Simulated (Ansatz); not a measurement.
Reaction (substitution at a C–C bond): `BC(F)CC` + `C=N` → `BC(F)CN=C` + CH₄

Calculated with Ansatz (gas phase, PBE0-D4/def2-TZVP geometries, no zero-point term in ΔE). CCSD(T)/CBS is the MP2 limit (def2-TZVPP, def2-QZVPP) plus CCSD(T) − MP2 in def2-TZVPP, frozen cores. This one scheme is used for every species. DFT in def2-TZVPP. B3LYP here is the variant with VWN-RPA as its local correlation; programs differ in this. One conformer a species, not always the lowest.

(1) Is it downhill or uphill in electronic energy at CCSD(T)/CBS, and by how much? (An estimate is asked.)

(2) What do these levels give: PBE-D4, PBE0-D4, B2PLYP, PBE, B3LYP, HF/def2-TZVPP, MP2/def2-TZVPP, CCSD/def2-TZVPP, CCSD(T)/def2-TZVPP, SCS-MP2/def2-QZVPP, HF/CBS(def2), MP2/CBS(def2)? (Best estimate.)

Largest T1 diagnostic among the species: 0.012.

Answers

(1) Ansatz gave: Uphill: ΔE = +7.9 kJ/mol.

(2) Ansatz gave: PBE-D4 0.8, PBE0-D4 4.0, B2PLYP 3.9, PBE 1.3, B3LYP 2.8, HF/def2-TZVPP 8.6, MP2/def2-TZVPP 5.2, CCSD/def2-TZVPP 8.8, CCSD(T)/def2-TZVPP 7.1, SCS-MP2/def2-QZVPP 6.9, HF/CBS(def2) 8.7, MP2/CBS(def2) 6.0 kJ/mol.

From PBE to PBE0 (25 % exact exchange), in def2-TZVPP and without D4, ΔE moves by +3.3 kJ/mol.
